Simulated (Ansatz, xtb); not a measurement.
## Relative energy of two isomers of C4H5GeN

Structure a: `C#C[C@@H]([GeH3])C#N`, a singlet. Structure b: `N#CC#C[CH2][GeH3]`, a singlet. Both are isolated molecules in the gas phase, relaxed with PBE0-D3(BJ)/def2-SVP.

a (Å):

```yaml
atoms:
  - { symbol: C, position_ang: [-0.0684, -1.0533, -0.5600] }
  - { symbol: C, position_ang: [0.7516, -0.1657, -0.6247] }
  - { symbol: C, position_ang: [1.7111, 0.9257, -0.6513] }
  - { symbol: C, position_ang: [3.0917, 0.4897, -0.7981] }
  - { symbol: Ge, position_ang: [1.5385, 1.9962, 1.0416] }
  - { symbol: N, position_ang: [4.2029, 0.1743, -0.8795] }
  - { symbol: H, position_ang: [-0.7902, -1.8480, -0.5152] }
  - { symbol: H, position_ang: [1.4757, 1.6221, -1.4752] }
  - { symbol: H, position_ang: [2.5318, 3.1639, 0.9587] }
  - { symbol: H, position_ang: [1.8590, 1.0603, 2.2110] }
  - { symbol: H, position_ang: [0.0884, 2.4950, 1.0937] }
```

b (Å):

```csv
atom,x (Å),y (Å),z (Å)
C,-1.1779,-1.0064,-0.4704
C,-0.0715,-0.2005,-0.5845
C,0.9075,0.5152,-0.6980
C,2.0716,1.3558,-0.7760
Ge,2.9139,1.6074,1.0055
N,-2.1156,-1.6886,-0.3752
H,2.8232,0.9164,-1.4521
H,1.8071,2.3491,-1.1739
H,4.1380,2.5193,0.8186
H,3.3395,0.2340,1.5426
H,1.8891,2.2624,1.9417
```

Energies in hartree; the thermal terms are from GFN2-xTB frequencies at re-optimised GFN2-xTB minima (ideal gas, soft modes damped towards free rotors, one conformer each, 298.15 K, 1 atm) and include the zero-point energy:

```
                               a            b
E, CCSD(T)/def2-SVP  −2284.652722  −2284.663655
    E, MP2/def2-SVP  −2284.586053  −2284.599151
  E, MP2/def2-TZVPP  −2285.252784  −2285.264358
  zero-point energy      0.065403      0.066198
       H(298 K) − E      0.074564      0.075270
       G(298 K) − E      0.032030      0.032680
```

Correct the CCSD(T) difference for the basis set by the MP2 change, then work out ΔE, ΔE₀, ΔH and ΔG for a → b in kJ/mol (1 Eh = 2625.50 kJ/mol) and the equilibrium ratio [b]/[a].

1. Differences b − a: CCSD(T) −0.010933, MP2 in the small set −0.013098, MP2 in the large set −0.011574 Eh.
2. ΔE = −0.010933 + (−0.011574 − (−0.013098)) = −0.009409 Eh = −24.70 kJ/mol.
3. ΔE₀ = ΔE + ΔZPE = −0.009409 + (+0.000795) Eh = −22.62 kJ/mol.
4. ΔH = ΔE + (+0.000706) Eh = −22.85 kJ/mol.
5. ΔG = ΔE + (+0.000650) Eh = −23.00 kJ/mol, so ΔS = (ΔH − ΔG)/T = +0.5 J/(mol K).
6. kT = 0.9442 mEh, so K = [b]/[a] = exp(−ΔG/kT) = exp(+9.28) ≈ 1.1 × 10^4.

Structure b is favoured at this temperature. An error of 4 kJ/mol in ΔG would change K by a factor of 5. Mirror images and further conformers aren't counted.

As drawn, both hold the same kinds of bond in the same numbers.

Other levels gave ΔE = −27.1 (GFN2-xTB); −44.1 (HF/STO-3G, GFN2-xTB geometries); −55.1 (r2SCAN-D4/def2-SVP, GFN2-xTB geometries); −44.3 (PBE0-D3(BJ)/def2-SVP); −23.4 (HF/def2-SVP); −34.4 (MP2/def2-SVP); −28.7 (CCSD(T)/def2-SVP) kJ/mol. The correlated steps freeze 14 core orbitals; the filled d shell of Ge is correlated, in a basis made for valence electrons. Programs: Ansatz 0.2.0, xtb 6.7.1.
